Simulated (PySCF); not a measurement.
**Bonding in `C=CN(C)[SiH2]C1CC1`**

Species: C₆H₁₃NSi.
Numbering: `[CH2:1]=[CH:2][N:3]([CH3:4])[SiH2:5][CH:6]1[CH2:7][CH2:8]1` (hydrogens: H9, H10 on C1; H11 on C2; H12, H13, H14 on C4; H15, H16 on Si5; H17 on C6; H18, H19 on C7; H20, H21 on C8)

Geometry (GFN2-xTB, Å), atoms numbered from 1 in this order:
```
atom  x, y, z in Å
C1    -2.2927    1.7074   -0.3652
C2    -1.5355    1.0442    0.5025
N3    -1.0838   -0.2539    0.3974
C4    -1.5047   -0.9925   -0.7693
Si5    0.0879   -0.9000    1.5042
C6     1.8540   -0.5207    0.9518
C7     2.1629    0.7807    0.2600
C8     2.2136   -0.4949   -0.5099
H9    -2.6430    1.2900   -1.2913
H10   -2.5866    2.7203   -0.1586
H11   -1.2104    1.5316    1.4117
H12   -2.5959   -1.0346   -0.8162
H13   -1.1399   -0.5225   -1.6880
H14   -1.1165   -2.0067   -0.7176
H15   -0.1685   -0.2741    2.8028
H16   -0.1377   -2.3481    1.5298
H17    2.6387   -0.8865    1.6042
H18    3.0911    1.2807    0.4953
H19    1.3458    1.4593    0.0624
H20    3.1778   -0.8811   -0.8074
H21    1.4345   -0.6816   -1.2333
```

Bond orders from the PBE0/pcSseg-1 density (PySCF). Isolated species at its GFN2-xTB geometry (one conformer only).

(1) How far do the computed orders between heavy atoms stray from the drawn ones?

(2) Set the Mayer orders of the bonds beside their lengths.

Answers

(1) The largest departure is 0.159, at Si5–C6 (drawn single, 0.841). Drawn single, order below 0.88: Si5–C6 (0.841).

(2) 
```json
{"bond": "C1–C2", "drawn as": "double", "length (Å)": "1.329", "Mayer order": "1.884"}
{"bond": "C2–N3", "drawn as": "single", "length (Å)": "1.378", "Mayer order": "1.063"}
{"bond": "N3–C4", "drawn as": "single", "length (Å)": "1.444", "Mayer order": "0.953"}
{"bond": "N3–Si5", "drawn as": "single", "length (Å)": "1.736", "Mayer order": "0.899"}
{"bond": "Si5–C6", "drawn as": "single", "length (Å)": "1.889", "Mayer order": "0.841"}
{"bond": "C6–C7", "drawn as": "single", "length (Å)": "1.506", "Mayer order": "0.960"}
{"bond": "C7–C8", "drawn as": "single", "length (Å)": "1.491", "Mayer order": "0.975"}
{"bond": "C8–C6", "drawn as": "single", "length (Å)": "1.505", "Mayer order": "0.964"}
{"bond": "C1–H9", "drawn as": "single", "length (Å)": "1.075", "Mayer order": "0.952"}
{"bond": "C1–H10", "drawn as": "single", "length (Å)": "1.075", "Mayer order": "0.945"}
{"bond": "C2–H11", "drawn as": "single", "length (Å)": "1.082", "Mayer order": "0.947"}
{"bond": "C4–H12", "drawn as": "single", "length (Å)": "1.093", "Mayer order": "0.954"}
{"bond": "C4–H13", "drawn as": "single", "length (Å)": "1.095", "Mayer order": "0.948"}
{"bond": "C4–H14", "drawn as": "single", "length (Å)": "1.087", "Mayer order": "0.957"}
{"bond": "Si5–H15", "drawn as": "single", "length (Å)": "1.464", "Mayer order": "0.950"}
{"bond": "Si5–H16", "drawn as": "single", "length (Å)": "1.466", "Mayer order": "0.951"}
{"bond": "C6–H17", "drawn as": "single", "length (Å)": "1.084", "Mayer order": "0.946"}
{"bond": "C7–H18", "drawn as": "single", "length (Å)": "1.080", "Mayer order": "0.959"}
{"bond": "C7–H19", "drawn as": "single", "length (Å)": "1.080", "Mayer order": "0.947"}
{"bond": "C8–H20", "drawn as": "single", "length (Å)": "1.080", "Mayer order": "0.959"}
{"bond": "C8–H21", "drawn as": "single", "length (Å)": "1.079", "Mayer order": "0.947"}
```

By pair of heavy elements: C–C: lowest C6–C7 (0.960, 1.506 Å), highest C1–C2 (1.884, 1.329 Å). C–N: lowest N3–C4 (0.953, 1.444 Å), highest C2–N3 (1.063, 1.378 Å).

Problem. Sum the orders of all bonds at each heavy atom with more than one neighbour and set the sums beside the valence in the SMILES.

Solution. C1 3.781 (drawn 4), C2 3.894 (drawn 4), N3 2.915 (drawn 3), C4 3.812 (drawn 4), Si5 3.641 (drawn 4), C6 3.711 (drawn 4), C7 3.841 (drawn 4), C8 3.845 (drawn 4). Orders between atoms that aren't bonded are not in these sums.

Mayer orders depend on the basis set.
